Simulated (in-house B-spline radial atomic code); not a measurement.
Configurations of Mo5+, with energies counted from [Kr] 4d1. All numbers are computed (scalar-relativistic (X2C) LC-wPBE, spin-polarised, spherical fractional occupations, exact exchange averaged over the configuration; Fermi nucleus of rms radius 4.4091 fm) with an all-electron radial atomic-structure program (B-spline basis), not measured. Shells without spins written out take the highest spin.

Occupations are held fixed; configurations that lie above the ionisation limit could autoionise.

| configuration | E - E(ref) (eV) | highest orbital | its <r> (bohr) |
| --- | --- | --- | --- |
| [Kr] 5f1 | 46.031 | 5f up | 4.324 |
| [Ar] 3d10 4s2 4p5 4d1 5s1 | 53.803 | 5s up | 2.307 |
| [Ar] 3d10 4s2 4p5 4d1 5f1 | 85.42 | 5f up | 4.254 |
| [Ar] 3d9 4s2 4p6 4d2 | 234.26 | 4d up | 1.373 |
| [Ar] 3d9 4s2 4p6 4d1 4f1 | 270.39 | 4f up | 2.13 |

Problem. Order these further configurations by energy, lowest first.
A. [Ar] 3d9 4s2 4p6 4d1 5s1
B. [Ar] 3d10 4s2 4p5 4d2
C. [Kr] 4f1
D. [Kr] 5d1
E. [Ar] 3d9 4s2 4p6 4d1 5f1

Solution. C (33.474 eV), D (34.574 eV), B (37.683 eV), A (251.71 eV), E (283.78 eV).

Problem. How far above the reference does [Kr] 5p1 lie?

Solution. 22.915 eV; its least bound orbital is 5p up with <r> = 2.602 bohr.
